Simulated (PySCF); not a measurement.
cyclopropane (C₃H₆), singlet, geometry from GFN2-xTB; PySCF with SVWN5/3-21G.

PySCF was given this input:
```python
from pyscf import gto, scf, dft

mol = gto.M(
    atom='''
C    -0.00164658    0.86387943    0.01427651
C     0.74902842   -0.43063952    0.00048003
C    -0.74738184   -0.43323991   -0.01475654
H    -0.01194048    1.44007117    0.92692109
H     0.00639391    1.46994805   -0.87882997
H     1.27073624   -0.71037648   -0.90206703
H     1.25240186   -0.74025335    0.90368403
H    -1.26796296   -0.74463313    0.87802147
H    -1.24962857   -0.71475626   -0.92772959
''',
    basis='3-21g',
    verbose=4,
)

mf = dft.RKS(mol)
mf.xc = 'lda,vwn'
mf.kernel()
mf.analyze()
```

Output, abridged:

```
PySCF version 2.14.0

[INPUT] verbose = 4
[INPUT] num. atoms = 9
[INPUT] num. electrons = 24
[INPUT] charge = 0
[INPUT] spin (= nelec alpha-beta = 2S) = 0
[INPUT] symmetry False subgroup None
[INPUT] Mole.unit = angstrom
[INPUT] Symbol           X                Y                Z      unit          X                Y                Z       unit  Magmom
[INPUT]  1 C     -0.001646580000   0.863879430000   0.014276510000 AA   -0.003111585242   1.632495527345   0.026978693915 Bohr   0.0
[INPUT]  2 C      0.749028420000  -0.430639520000   0.000480030000 AA    1.415458573316  -0.813790751214   0.000907125232 Bohr   0.0
[INPUT]  3 C     -0.747381840000  -0.433239910000  -0.014756540000 AA   -1.412346988074  -0.818704776131  -0.027885819146 Bohr   0.0
[INPUT]  4 H     -0.011940480000   1.440071170000   0.926921090000 AA   -0.022564236996   2.721340111182   1.751626999183 Bohr   0.0
[INPUT]  5 H      0.006393910000   1.469948050000  -0.878829970000 AA    0.012082738765   2.777799231838  -1.660747953360 Bohr   0.0
[INPUT]  6 H      1.270736240000  -0.710376480000  -0.902067030000 AA    2.401343470160  -1.342416992533  -1.704659632700 Bohr   0.0
[INPUT]  7 H      1.252401860000  -0.740253350000   0.903684030000 AA    2.366696513296  -1.398876094292   1.707715319843 Bohr   0.0
[INPUT]  8 H     -1.267962960000  -0.744633130000   0.878021470000 AA   -2.396102730493  -1.407152678978   1.659220109788 Bohr   0.0
[INPUT]  9 H     -1.249628570000  -0.714756260000  -0.927729590000 AA   -2.361455754732  -1.350693577218  -1.753154842755 Bohr   0.0

nuclear repulsion = 76.1501003150302
number of shells = 27
number of NR pGTOs = 63
number of NR cGTOs = 39
basis = 3-21g
ecp = {}

******** <class 'pyscf.dft.rks.RKS'> ********
method = RKS
initial guess = minao
damping factor = 0
level_shift factor = 0
DIIS = <class 'pyscf.scf.diis.CDIIS'>
diis_start_cycle = 1
diis_space = 8
diis_damp = 0
SCF conv_tol = 1e-09
SCF conv_tol_grad = None
SCF max_cycles = 50
direct_scf = True
direct_scf_tol = 1e-13
XC library pyscf.dft.libxc version 7.1.2
    S. Lehtola, C. Steigemann, M. J. T. Oliveira, and M. A. L. Marques,  SoftwareX 7, 1–5 (2018)
XC functionals = lda,vwn
    P. A. M. Dirac,  Math. Proc. Cambridge Philos. Soc. 26, 376 (1930)
    F. Bloch,  Z. Phys. 57, 545 (1929)
    S. H. Vosko, L. Wilk, and M. Nusair,  Can. J. Phys. 58, 1200 (1980)
radial grids:
    Treutler-Ahlrichs [JCP 102, 346 (1995); DOI:10.1063/1.469408] (M4) radial grids

becke partition: Becke, JCP 88, 2547 (1988); DOI:10.1063/1.454033
pruning grids: <function nwchem_prune>
grids dens level: 3
symmetrized grids: False
atomic radii adjust function: <function treutler_atomic_radii_adjust>
small_rho_cutoff = 0
Set gradient conv threshold to 3.16228e-05
Initial guess from minao.
tot grids = 101208
init E= -116.230690576645
  HOMO = -0.361036159827647  LUMO = 0.0271152059666595  gap/eV = 10.56214
cycle= 1 E= -116.078764654751  delta_E= 0.152  |g|= 0.393  |ddm|= 2.69
  HOMO = -0.175313705479491  LUMO = 0.133116924829362  gap/eV = 8.39282
cycle= 2 E= -116.04369134255  delta_E= 0.0351  |g|= 0.545  |ddm|= 1.13
  HOMO = -0.257696857565974  LUMO = 0.0951349326210589  gap/eV = 9.60104
cycle= 3 E= -116.121532024513  delta_E= -0.0778  |g|= 0.0117  |ddm|= 0.663
  HOMO = -0.258036771870507  LUMO = 0.0945573631373009  gap/eV = 9.59458
cycle= 4 E= -116.121580179134  delta_E= -4.82e-05  |g|= 0.00169  |ddm|= 0.0373
  HOMO = -0.258313381840793  LUMO = 0.0942496665475936  gap/eV = 9.59373
cycle= 5 E= -116.121581100567  delta_E= -9.21e-07  |g|= 0.000108  |ddm|= 0.00443
  HOMO = -0.258333812309189  LUMO = 0.0942392703994663  gap/eV = 9.59400
cycle= 6 E= -116.121581103754  delta_E= -3.19e-09  |g|= 8.37e-06  |ddm|= 0.000132
  HOMO = -0.258336278889141  LUMO = 0.0942369075706471  gap/eV = 9.59401
cycle= 7 E= -116.121581103772  delta_E= -1.75e-11  |g|= 3.63e-06  |ddm|= 1.54e-05
  HOMO = -0.258336717830075  LUMO = 0.0942368295589331  gap/eV = 9.59401
Extra cycle  E= -116.121581103766  delta_E= 6.37e-12  |g|= 6.08e-06  |ddm|= 9.95e-06
converged SCF energy = -116.121581103766
**** SCF Summaries ****
Total Energy =                        -116.121581103765607
Nuclear Repulsion Energy =              76.150100315030215
One-electron Energy =                 -306.742073364724661
Two-electron Energy =                  114.470391945928839
Two-electron Coulomb Energy =          131.813481588490902
DFT Exchange-Correlation Energy =      -17.343089642562067
HOMO-LUMO gap [eV] =                     9.594014898443072
**** MO energy ****
MO #1   energy= -9.7096652132297   occ= 2
MO #2   energy= -9.70966132778189  occ= 2
MO #3   energy= -9.7081161411568   occ= 2
MO #4   energy= -0.783141247967976 occ= 2
MO #5   energy= -0.525959440211821 occ= 2
MO #6   energy= -0.525956143421037 occ= 2
MO #7   energy= -0.445323077448204 occ= 2
MO #8   energy= -0.421527736092918 occ= 2
MO #9   energy= -0.309028050193554 occ= 2
MO #10  energy= -0.309023463096258 occ= 2
MO #11  energy= -0.258336949999341 occ= 2
MO #12  energy= -0.258336717830075 occ= 2
MO #13  energy= 0.0942368295589331 occ= 0
MO #14  energy= 0.100353370946527  occ= 0
MO #15  energy= 0.126196067448703  occ= 0
MO #16  energy= 0.157599747918504  occ= 0
MO #17  energy= 0.157602186682517  occ= 0
MO #18  energy= 0.225754341518713  occ= 0
MO #19  energy= 0.225754669918831  occ= 0
MO #20  energy= 0.242080385506303  occ= 0
 ** Mulliken pop on meta-lowdin orthogonal AOs  **
 ** Mulliken pop  **
pop of  0 C 1s            1.99922
pop of  0 C 2s            0.96446
pop of  0 C 3s            0.00165
pop of  0 C 2px           1.13005
pop of  0 C 2py           0.98129
pop of  0 C 2pz           1.15052
pop of  0 C 3px           0.00165
pop of  0 C 3py           0.00700
pop of  0 C 3pz           0.00186
pop of  1 C 1s            1.99922
pop of  1 C 2s            0.96446
pop of  1 C 3s            0.00165
pop of  1 C 2px           1.01822
pop of  1 C 2py           1.09310
pop of  1 C 2pz           1.15056
pop of  1 C 3px           0.00568
pop of  1 C 3py           0.00298
pop of  1 C 3pz           0.00186
pop of  2 C 1s            1.99922
pop of  2 C 2s            0.96446
pop of  2 C 3s            0.00165
pop of  2 C 2px           1.01871
pop of  2 C 2py           1.09265
pop of  2 C 2pz           1.15052
pop of  2 C 3px           0.00566
pop of  2 C 3py           0.00300
pop of  2 C 3pz           0.00186
pop of  3 H 1s            0.87261
pop of  3 H 2s            0.00854
pop of  4 H 1s            0.87261
pop of  4 H 2s            0.00854
pop of  5 H 1s            0.87261
pop of  5 H 2s            0.00853
pop of  6 H 1s            0.87261
pop of  6 H 2s            0.00853
pop of  7 H 1s            0.87261
pop of  7 H 2s            0.00853
pop of  8 H 1s            0.87261
pop of  8 H 2s            0.00853
 ** Mulliken atomic charges  **
charge of    0C =     -0.23770
charge of    1C =     -0.23771
charge of    2C =     -0.23771
charge of    3H =      0.11886
charge of    4H =      0.11886
charge of    5H =      0.11885
charge of    6H =      0.11885
charge of    7H =      0.11885
charge of    8H =      0.11885
Dipole moment(X, Y, Z, Debye): -0.00000,  0.00003, -0.00004
```
